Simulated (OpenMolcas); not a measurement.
## OpenMolcas run: Si3+

Input:

```
&GATEWAY
Coord
1

Si 0.0 0.0 0.0
Basis=ANO-RCC-VTZP
Group=XYZ
NoMove
AngMom=0.0 0.0 0.0
AMFI
&SEWARD
* reference wave functions (RASSCF and RASSI steps not shown): 1 electron in 4 orbitals (3s 3p)
>>> COPY JOB001 $Project.JobIph
&CASPT2
Multistate=1 1
Frozen=1 0
IPEA=0.1
MaxIter=60
WThr=0.0 0.3 0.05
PrWF=0.5
NoMix
>>> COPY JOB002 $Project.JobIph
&CASPT2
Multistate=3 1 2 3
NoMult
Frozen=1 0
IPEA=0.1
MaxIter=60
WThr=0.0 0.3 0.05
PrWF=0.5
NoMix
```

Launched by
```bash
OMP_NUM_THREADS=1 MOLCAS_MEM=2252 MOLCAS_PROJECT=a pymolcas a.inp > a.log  # once for each step of the input, in one work folder
```

Output, cut to the results:

```
--- CASPT2 ---
Orbital specifications:
      -----------------------

      Symmetry species                           1   2
                                                ag  au
      Frozen orbitals                            1   0
      Inactive orbitals                          1   3
      Active orbitals                            1   3
      Secondary orbitals                        12  13
      Deleted orbitals                           0   0
      Number of basis functions                 15  19
Type of calculation                        SS-CASPT2
      Fock operator                              state-specific
      IPEA shift                                 0.10
      Real shift                                 0.00
      Imaginary shift                            0.00
      The input orbitals will be transformed to quasi-canonical
Reference energy:        -287.4219686963
      E2 (Non-variational):      -0.0179688693
      E2 (Variational):          -0.0179688625
      Total energy:            -287.4399375588
      Residual norm:              0.0000004357
      Reference weight:           0.99821
      Contributions to the CASPT2 correlation energy
      Active & Virtual Only:         -0.0000000000
      One Inactive Excited:          -0.0027718667
      Two Inactive Excited:          -0.0151970026
::    CASPT2 Root  1     Total energy:   -287.43993756
--- CASPT2 ---
Orbital specifications:
      -----------------------

      Symmetry species                           1   2
                                                ag  au
      Frozen orbitals                            1   0
      Inactive orbitals                          1   3
      Active orbitals                            1   3
      Secondary orbitals                        12  13
      Deleted orbitals                           0   0
      Number of basis functions                 15  19
Type of calculation                        SS-CASPT2
      Fock operator                              state-specific
      IPEA shift                                 0.10
      Real shift                                 0.00
      Imaginary shift                            0.00
      The input orbitals will be transformed to quasi-canonical
Reference energy:        -287.0989357453
      E2 (Non-variational):      -0.0166604828
      E2 (Variational):          -0.0166604859
      Total energy:            -287.1155962312
      Residual norm:              0.0000002602
      Reference weight:           0.99839
      Contributions to the CASPT2 correlation energy
      Active & Virtual Only:         -0.0000000000
      One Inactive Excited:          -0.0019785392
      Two Inactive Excited:          -0.0146819436
Reference energy:        -287.0989357453
      E2 (Non-variational):      -0.0166604828
      E2 (Variational):          -0.0166604859
      Total energy:            -287.1155962312
      Residual norm:              0.0000002602
      Reference weight:           0.99839
      Contributions to the CASPT2 correlation energy
      Active & Virtual Only:         -0.0000000000
      One Inactive Excited:          -0.0019785392
      Two Inactive Excited:          -0.0146819436
::    CASPT2 Root  1     Total energy:   -287.11559623
::    CASPT2 Root  2     Total energy:   -287.11559623
::    CASPT2 Root  3     Total energy:   -287.11559623
```

Levels above the lowest, from the spin-orbit matrix with the single-state CASPT2 energies, averaged by term, on its diagonal:

```tsv
Configuration	Term	J	E (cm-1)	Measured (cm-1)	Term weight %
3s	2S	1/2	0.0	0.0	100
3p	2P*	1/2	70936	71288	100
3p	2P*	3/2	71309	71749	100
```

Against the 2 measured excited levels shown (NIST levels in Kelleher and Podobedova, J. Phys. Chem. Ref. Data 37, 1285 (2008)) the mean absolute deviation is 400 cm-1; the largest miss in energy is 3p 2P* 3/2: computed 71309, measured 71749 cm-1 (-0.6 %).

With one active electron, CASPT2 adds the correlation within the correlated inactive shells and between them and that electron, and leaves the splitting within a term as the reference gives it. Computed and measured levels are paired by configuration, term and J; levels that our copy of the source lacks, or whose pairing is in doubt (as where it misses far off the trend of its configuration), stay unpaired and out of the deviations. Only configurations of the active space appear.

The term weight is that of the spin-free term in the level, not the purity of its configuration. * marks odd parity.
